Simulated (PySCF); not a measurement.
## Unknown compound

An unknown has the formula C$_{8}$H$_{7}$FO$_{2}$. Its calculated NMR data are:

¹H NMR (400 MHz, computed): δ 7.44 (m, 1H), 7.22 (m, 1H), 7.21 (m, 1H), 7.20 (dd, J = 9.9, 9.2 Hz, 1H), 5.75 (br s, 1H), 3.46 (d, J = 2.8 Hz, 2H).

¹³C{¹H} NMR (computed): δ 174.1 (C), 169.7 (C, d, J = 313.1 Hz), 137.0 (CH, d, J = 1.9 Hz), 135.1 (CH, d, J = 5.6 Hz), 128.3 (CH), 126.8 (C, d, J = 13.2 Hz), 120.4 (CH, d, J = 18.9 Hz), 35.4 (CH2, d, J = 3.4 Hz).

PySCF calculation with shieldings: GIAO PBE0/pcSseg-1, couplings computed with B3LYP/pcJ-1 (spin–dipole term only in couplings to heteroatoms) and PBE0-D3(BJ)/def2-SVP geometry; a single conformation, gas phase, relativity neglected, averaged over atoms made equivalent by symmetry, fast rotation or ring inversion.

References, each an isolated molecule treated in the same way: TMS for ¹H (σ = 31.27 ppm), ¹³C (σ = 184.41 ppm).

Propose a structure and justify it.

Answers


Rings plus π bonds: 5 (1 ring in the answer). 8 carbon signals for 8 carbons: no two carbons are equivalent. Carbon types of the structure: 3 × C, 4 × CH, 1 × CH2, leaving 1 H on heteroatoms. δC 174.1: carboxylic acid carbon; lone-pair donation from the attached heteroatom keeps it upfield of a ketone carbonyl. δC 169.7: aromatic carbon bearing fluorine; an ipso carbon deshielded by its heteroatom. δC 137.0, 135.1, 128.3, 120.4: aromatic CH. δC 126.8: substituted aromatic carbon. δC 35.4: sp3 CH2 α to a carbonyl; the adjacent C=O deshields it moderately. δH 7.44, 7.22, 7.21, 7.20: hydrogen on an aromatic CH; it sits in the deshielding region of the aromatic ring current. δH 5.75: hydrogen on an acid hydroxyl oxygen; exchangeable; this is the value without hydrogen bonding to other molecules.

Structure: `O=C(O)CC1=CC=CC=C1F`.

The shifts were computed for this structure.

OH/NH shifts are gas-phase values; hydrogen bonding in solution moves them, usually downfield. C–F couplings over four or more bonds (about 3 Hz to the para carbon of a fluoroarene) are left out. Common functionals overestimate the size of one-bond C–F couplings by tens of Hz; these are unscaled. Splittings below 1 Hz are ignored in the labels, and close J values are merged. Unscaled 3J(H,H) at this level run about 10 % above measured values. Shifts are as computed. Against solution values, carbons near 30 ppm lie about +2 ppm off and those near 130 ppm about +5 ppm. Of 1309 compounds with measured shifts, 239 miss one by over three times the rms of a fit or turn the order of signals round; such compounds aren't used in these exercises. The C=O carbon of an acid or of an amide with N–H lies up to 10 ppm further downfield in solution, through hydrogen bonding that the calculation lacks.
